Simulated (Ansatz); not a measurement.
Reaction (redistribution): `BB(C)BCl` + `F[CH2][InH][SiH3]` → `CB([SiH3])BCl` + `[BH2][InH][CH2]F`

Program: Ansatz. Geometries: PBE0-D4/def2-TZVP. ΔE: electronic, gas phase. CBS: MP2 limit from def2 TZ/QZ plus the TZ coupled-cluster correction, frozen cores. Functionals use def2-TZVPP. B3LYP here is the variant with VWN-RPA as its local correlation; programs differ in this. Elements past krypton have def2 core potentials. For In outer-core shells are correlated without core-valence functions, which leaves a few kJ/mol of doubt a bond. Each species was taken in one conformer, which may not be the lowest.

(1) Is it downhill or uphill in electronic energy at CCSD(T)/CBS, and by how much? (An estimate is asked.)

(2) What do these levels give: PBE-D4, r2SCAN-D4, B3LYP-D4, ωB97M-V, PBE0, MP2/def2-TZVPP, SCS-MP2/def2-TZVPP, CCSD/def2-TZVPP, CCSD(T)/def2-TZVPP, HF/CBS(def2), MP2/CBS(def2), CCSD/CBS(def2)? (An estimate is asked.)

Largest T1 diagnostic among the species: 0.014.

Results:

(1) Computed: Uphill: ΔE = +12.0 kcal/mol.

(2) Ansatz gave: PBE-D4 14.0, r2SCAN-D4 13.9, B3LYP-D4 13.4, ωB97M-V 13.0, PBE0 14.0, MP2/def2-TZVPP 11.6, SCS-MP2/def2-TZVPP 11.4, CCSD/def2-TZVPP 11.5, CCSD(T)/def2-TZVPP 11.5, HF/CBS(def2) 12.5, MP2/CBS(def2) 12.1, CCSD/CBS(def2) 12.0 kcal/mol.

In def2-TZVPP, CCSD(T) changes the Hartree–Fock value by −1.0 kcal/mol (the triples alone add −0.0 kcal/mol) and MP2 by −0.9 kcal/mol.
